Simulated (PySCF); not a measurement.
C7H5FO2.
Numbering: `[O:1]=[CH:2][O:3][c:4]1[cH:5][cH:6][cH:7][c:8]([F:9])[cH:10]1`

Probes without a nucleus sit at each ring's centroid and 1 Å off its mean plane on both sides; NICS is minus the shielding there, NICSzz its component along the normal. Level: GIAO PBE0/pcSseg-1 (PySCF, non-relativistic, gas phase) on the GFN2-xTB geometry, one conformer.

Ring bond lengths (Å), with Mayer bond orders in brackets: C4–C5 1.388 (1.42), C5–C6 1.386 (1.42), C6–C7 1.383 (1.42), C7–C8 1.384 (1.42), C8–C10 1.380 (1.44), C10–C4 1.391 (1.38).

Q: Give the NICS values of each ring in ppm.

A: 
| ring | type | NICS(0) | NICS(1), two faces | NICS(1)zz, two faces | rms pucker (Å) | centre to ring atoms, mean (Å) |
| --- | --- | --- | --- | --- | --- | --- |
| C4–C5–C6–C7–C8–C10 | 6-membered carbocycle; formal bonds all aromatic | -11.6 | -11.4 / -11.3 | -27.5 / -27.2 | 0.00 | 1.39 |

Q: What can be read from them?

A: 
- C4–C5–C6–C7–C8–C10: mean NICS(1)zz -27.4 ppm, shielded, aromatic by this magnetic criterion (flat ring, no four-coordinate atom).

Q: How equal are the bonds by HOMA? HOMA = 1 − mean of α(R − Ropt)² over the ring bonds, with Krygowski's 1993 parameters (CC: Ropt 1.388 Å, α 257.7 Å⁻²).

A: 
- C4–C5–C6–C7–C8–C10: HOMA 0.99 = 1 − EN − GEO, with mean bond length 1.385 Å, EN = α(Ropt − mean)² = 0.002 and GEO = α × variance = 0.003. The geometric and the magnetic index point the same way.

Q: At the first NICS(1) probe listed for ring C4–C5–C6–C7–C8–C10, 1 Å off the ring, what do the in-plane components average?

A: The isotropic value is a third of the trace: (3 × -11.4 − (-27.5))/2 = -3.4 ppm.

Q: List the ring angles and the Hirshfeld charges of the ring atoms.

A: 
- C4–C5–C6–C7–C8–C10: C4 120.6° (+0.076 e), C5 119.3° (-0.070 e), C6 121.2° (-0.035 e), C7 118.3° (-0.068 e), C8 122.1° (+0.092 e), C10 118.6° (-0.080 e); sum 720.0° against 720° for a flat convex ring.

Q: How shielded are the nuclei of the rings and their hydrogens (means over atoms taken as equivalent)?

A: 
```tsv
atoms	environment	σ isotropic (ppm)	principal values of the symmetric part, first atom (ppm)
C4	aromatic carbon bearing oxygen	27.4	-63.6, 38.6, 107.3
C5	aromatic CH carbon	65.2	-16.0, 35.5, 176.0
C6	aromatic CH carbon	50.7	-56.8, 32.2, 176.8
C7	aromatic CH carbon	67.9	-15.8, 50.4, 169.3
C8	aromatic C–F carbon	14.1	-72.2, 29.6, 84.7
C10	aromatic CH carbon	73.8	7.2, 56.1, 158.0
H on C5	aromatic hydrogen	23.00	16.9, 23.8, 28.4
H on C6	aromatic hydrogen	24.02	20.6, 24.8, 26.7
H on C7	aromatic hydrogen	24.47	21.0, 25.3, 27.1
H on C10	aromatic hydrogen	24.59	20.6, 25.0, 28.2
```

Conformer computed: `[O:1]=[CH:2][O:3][c:4]1[cH:5][cH:6][cH:7][c:8]([F:9])[cH:10]1`: O1–C2–O3–C4 1°, C2–O3–C4–C5 20°.
